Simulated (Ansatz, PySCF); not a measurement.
Spin states of Cl2W (SMILES [Cl][W][Cl]), each relaxed with B3LYP-D3(BJ)/def2-TZVP.
State 1 (charge 0, multiplicity 5):
```tsv
atom	x (Å)	y (Å)	z (Å)
W	0.4833	0.1106	0.0250
Cl	-0.4116	1.5264	-1.5303
Cl	-0.1049	-1.5896	1.4350
```
State 2 (charge 0, multiplicity 1):
```xyz
3

W     -0.00531     0.01688    -0.02287
Cl    -0.17188     1.62202    -1.55273
Cl     0.14402    -1.59153     1.50528
```

Singlets are restricted, other states unrestricted; no spin–orbit coupling, no relativity up to Kr; see below for the cores. The largest T1 diagnostic is 0.023.

Correlated levels freeze the inner cores; with def2 sets outer-core shells near the valence are correlated too. CBS: X⁻³ extrapolation of the correlation energy, Hartree–Fock from the larger set.

Programs: Ansatz (Gaussian basis) for Hartree–Fock, density functionals and correlated methods; PySCF for the dispersion terms. Values without a source in brackets are computed. In def2 rows elements past Kr take small-core potentials, without spin–orbit coupling.

| level | energy of the multiplicity-1 state less that of the multiplicity-5 state (kJ/mol) |
|---|---|
| BLYP-D3(BJ)/def2-TZVPP | 78.3 |
| BLYP-D4/def2-TZVPP | 78.4 |
| B3LYP-D4/def2-TZVPP | 94.9 |
| PBE0-D4/def2-TZVPP | 145.5 |
| CAM-B3LYP/def2-TZVPP | 97.8 |
| wB97M-V/def2-TZVPP | 95.4 |
| CCSD/def2-SVP | 125.6 |
| CCSD/def2-TZVPP | (withheld) |
| CCSD(T)/CBS(def2-TZVPP, def2-QZVPP) | (withheld) |

**Question.** Some entries are withheld; supply them.

**Answer.** 
- CCSD/def2-TZVPP, energy of the multiplicity-1 state less that of the multiplicity-5 state (kJ/mol): 118.5
- CCSD(T)/CBS(def2-TZVPP, def2-QZVPP), energy of the multiplicity-1 state less that of the multiplicity-5 state (kJ/mol): 91.5

Doubts at one or more of the structures used: a restricted determinant that unrestricted orbitals would lower (CCSD/def2-SVP, CCSD/def2-TZVPP, CCSD(T)/CBS(def2-TZVPP, def2-QZVPP)).

Ansatz is a first-principles code.
